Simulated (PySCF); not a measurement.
Calculation: B3LYP-D3(BJ)/def2-TZVP // PBE-D3(BJ)/def2-SVP run with PySCF. Isolated molecules, 0 K electronic values unless said otherwise. B3LYP has the VWN-RPA correlation part, as in Gaussian. 

Reference species: [Nb(=O)(F)3] (neutral, multiplicity 1).

| Item | Result |
|---|---|
| LUMO | -2.80 eV |
| dipole moment | 1.33 D |

Changed species: [Ta(=O)(F)3] (M = Ta, oxo; the reference has M = Nb, oxo).

### Question
Predict the effect on the LUMO and dipole moment.

### Answer
the LUMO goes up by 0.67 eV, to -2.13 eV; the dipole moment rises by 0.63 D, to 1.96 D.
